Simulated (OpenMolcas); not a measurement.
**How basis sets differ on C2H2BCl (SMILES ClB1C=C1)**

C2H2BCl: 6 atoms, total charge 0, spin state singlet. SMILES: `ClB1C=C1`. Geometry: relaxed at GFN2-xTB.

Each level gives the HOMO–LUMO gap (eV). The values are calculated.

| level | kind | program | value (eV) | CPU time |
| --- | --- | --- | --- | --- |
| HF/STO-3G | Hartree–Fock | OpenMolcas | 17.33 | 2 s |
| HF/3-21G | Hartree–Fock | OpenMolcas | 15.06 | 2.2 s |
| HF/def2-SVP | Hartree–Fock | OpenMolcas | 14.71 | 4.4 s |
| HF/def2-TZVP | Hartree–Fock | OpenMolcas | 14.21 | 39 s |

The values span 14.21 to 17.33 eV. A Hartree–Fock LUMO above zero doesn't converge with the basis: it sinks as sets grow more diffuse. Orbital gaps aren't excitation energies. CPU times are rough (shared hosts, several kinds of processor): they show what a rung costs within a factor of a few.
